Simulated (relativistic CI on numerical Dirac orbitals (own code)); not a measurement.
**Pb19+: sensitivity of the levels to the model**

Base calculation: Dirac-Coulomb-Breit CI, separate exchange-only KLI orbitals for each configuration, a model potential for QED, unscaled Slater integrals.

CI space (outside the closed core [Kr] 4d10): 4f¹⁴5s²5p, 4f¹⁴5s5p², 4f¹⁴5s²5d, 4f¹³5s²5p², 4f¹⁴5s5p5d, 4f¹⁴5s²5f, 4f¹⁴5s5p5f, 4f¹⁴5s²5g, 4f¹⁴5s²6s, 4f¹⁴5p²5d, 4f¹³5s²5p5d, 4f¹⁴5s5d², 4f¹⁴5s5p5g, 4f¹⁴5s²6p, 4f¹⁴5p²6s, 4f¹⁴5s5p6s, 4f¹⁴5s²6d, 4f¹⁴5s5d6s, 4f¹³5s²5p6s, 4f¹⁴5s5p6p, 4f¹⁴5p³, 4f¹³5p⁴, 4f¹⁴5p5d², 4f¹⁴5d³, 4f¹³5p²5d², 4f¹⁴5d²5f, 4f¹⁴5p5f², 4f¹⁴5d5f², 4f¹³5p²5f², 4f¹⁴5f³, 4f¹⁴5p²5f, 4f¹³5p³5f, 4f¹⁴5s5d5f. Double excitations out of closed p, d and f shells are left out; levels of such configurations are missing from the list, as are those of other unlisted configurations, and high levels can miss mixing partners. Some configurations lack a partner that the ground configuration has and come out too high, among them 4f¹³5s²5p5d, 4f¹³5s²5p6s, 4f¹⁴5s²5g, 4f¹⁴5s²6s, 4f¹⁴5s²6p.

Variants: (1) P86 correlation estimate. Shifts of the energy above 4f¹⁴5s²5p ²P°1/2, in cm⁻¹, for the lowest level and the first level of each name with at least 55 % of one term (blank where a level changes its place among those of its configuration and J or its character, or is not in the variant):

```tsv
Level	Base	Δ(1)
4f¹⁴5s²5p ²P°1/2	0	0
4f¹⁴5s²5p ²P°3/2	243429	+12
4f¹⁴5s5p² ⁴P1/2	369320	+1304
4f¹⁴5s5p² ⁴P3/2	562095	+1302
4f¹⁴5s5p² ²D3/2	644499	+1354
4f¹⁴5s5p² ²P1/2	661016	+1321
4f¹³5s²5p² ⁴F°9/2	808621	+5610
4f¹³5s²5p² ²P°3/2	829897	+5607
4f¹³5s²5p² ²H°11/2	830079	+5610
4f¹³5s²5p² ²D°5/2	835252	+5609
4f¹³5s²5p² ⁴F°3/2	844056	+5608
4f¹³5s²5p² ²G°9/2	845129	+5610
4f¹⁴5s²5d ²D3/2	861142	+2080
4f¹³5s²5p² ²P°1/2	867916	+5607
4f¹³5s²5p² ²H°9/2	871246	+5610
4f¹³5s²5p² ²D°3/2	882884	+5609
4f¹⁴5s5p² ²S1/2	903961	+1323
4f¹⁴5s²5d ²D5/2	924835	+2152
4f¹³5s²5p² ⁴G°11/2	1074769	+5616
4f¹³5s²5p² ⁴D°1/2	1117087	+5614
4f¹⁴5s5p5d ⁴F°3/2	1160204	+3264
4f¹⁴5s5p5d ⁴D°1/2	1237701	+3281
```

At this charge transitions that keep the count of f electrons are usually good to a few per cent. Levels that differ in their count of f electrons can be misplaced by several ten thousand cm⁻¹, since the correlation energy of f electrons is missing or only estimated; rates across such gaps can be off by orders of magnitude.

Ionisation energy from one configuration of each of the two ions, the ground ones as tabulated or assumed: base 494.441 eV; P86 correlation estimate 495.639 eV. The NIST ASD value (theoretical) is 507 ± 25 eV.

LS names give the leading component of a level, which can be under half, so a name can repeat, a term be missing and a line seem to break the LS rules.
